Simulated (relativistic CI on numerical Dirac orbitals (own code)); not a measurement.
Cd3+: 3d photoemission

Computed with this model: Dirac-Coulomb-Breit CI, KLI orbitals optimised for each configuration, QED by a radiative potential, multiplet model of photoemission in the sudden approximation, unscaled Slater integrals; configurations [Kr] 4d9 → [Ar] 3d9 4s2 4p6 4d9; 80 K; Lorentzian 0.42 eV and Gaussian 0.5 eV FWHM. Energies are those of the free ion, without screening or charge transfer. The energies are binding energies and can lie tens of eV above those of solids. S is read from ⟨S²⟩ = S(S + 1).

Field parameters in Wybourne normalisation: D4h B²₀ = −7Ds, B⁴₀ = 21(Dq − Dt), B⁴₄ = 21√(5/14) Dq. The field is a parameter set, without covalency.

Peaks in eV (height, largest 100): 449.0 (100), 449.6 (90), 451.4 (26), 453.6 (14), 454.7 (16), 456.9 (73), 458.6 (24).

Question: Which surroundings give this spectrum?
A. D4h, 10Dq = 33000, Ds = 2100, Dt = 180 cm⁻¹
B. free ion
C. D4h, 10Dq = 33000, Ds = -600, Dt = 180 cm⁻¹
D. D4h, 10Dq = 33000, Ds = -1500, Dt = 180 cm⁻¹

Answer: D. D4h, 10Dq = 33000, Ds = -1500, Dt = 180 cm⁻¹, where the ground state has S = 0.50.
